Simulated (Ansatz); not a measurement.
Born–Oppenheimer molecular dynamics of BrH4NSn (7 atoms, charge 0, multiplicity 1). It starts at the highest image of a converged band. Of that band: The profile has 2 maxima (images 1, 5) with wells between them (image 3): this band takes more than one step, which may be the mechanism or a detour left from its start path. Neighbouring images differ by up to 2.7 eV, so the band resolves the path poorly. A vibrational analysis at the climbing image gives one clearly imaginary mode, 1183i cm⁻¹: a first-order saddle point.

All numbers below come from RKS r2SCAN-D4/def2-SVP (Ansatz 0.2.0).

```yaml
ensemble: NVE (velocity Verlet)
time_step: 0.5 fs
steps_asked: 200
starting_velocities_drawn_for: 100 K
seed: 12164
```

First frame:

```xyz
7
Properties=species:S:1:pos:R:3
N -0.614 0.282 -0.866
Sn 0.904 -0.049 0.639
Br 0.459 -2.283 1.778
H -1.450 0.872 -0.845
H -0.755 -0.491 -1.517
H 0.483 1.130 1.837
H 1.036 0.471 -1.072
```

Question: How far do the bonds stretch over the last three quarters of this one trajectory? (Pairs bonded in most of those frames.)

Answer: 
```csv
bond,mean (Å),spread (Å),shortest,longest
N1–Sn2,2.042,0.073,1.94,2.16
N1–H4,1.028,0.015,1.00,1.06
N1–H5,1.024,0.009,1.01,1.04
Sn2–Br3,2.560,0.004,2.55,2.57
Sn2–H6,1.735,0.027,1.68,1.79
Sn2–H7,1.773,0.058,1.65,1.90
```

Mean temperature of the second half: 1509 K. The conserved energy stayed within 0.15 meV per atom of its start (net change -0.037 meV per atom), so the integration is sound. The system heated up, since it started high on the potential surface and ran downhill. A run of 0.1 ps of so small a system gives no equilibrium averages. The orbitals stay closed-shell, which can raise the energy where a bond breaks towards radicals; this wasn't checked here.

Run time: 8.5 min on 2 threads of Arm Neoverse V2 (shared host), peak memory 0.16 GiB.
